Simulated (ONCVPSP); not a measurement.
## Building the ONCV potential for Be (LDA (Perdew-Wang 92), scalar-relativistic).

ONCVPSP 4.0.1 input, shortened (lines: element, Z, core and valence counts, functional; n l f; lmax; l rc ep ncon nbas qcut; lloc lpopt rc5 dvloc0; l nproj debl; icmod fcfact rcfact), LDA (Perdew-Wang 92), scalar-relativistic:

```
  Be 4.00    0    2  -001012      upf
    1    0    2.00
    2    0    2.00
    1
    0    0.85    0.00    4    7   11.70
    1    0.90    0.25    4    7   10.70
    4    5    0.85    3.00
    0    2    2.80
    1    2    0.70
    0    0.00    0.00
```

Poles of the logarithmic derivatives, all-electron (AE) and pseudo (PS). s: poles at -3.0 (AE) and -3.0 (PS) Ha. p: poles at no energy (AE) and no energy (PS) Ha. Test radii: s 0.86, p 0.91 bohr.

* Cutoffs needed: 63 Ha and 146 Ha (the cutoffs (Ha) at which the residual kinetic energy of the hardest occupied pseudo-wave falls to 1 and 0.1 mHa per electron)
* Ghost test: no bound ghost flagged; no localised positive-energy state flagged
* Largest excitation error: +5.8 meV (all-electron minus pseudo) for 1s2 2s0 2p2, out of 4 test configurations
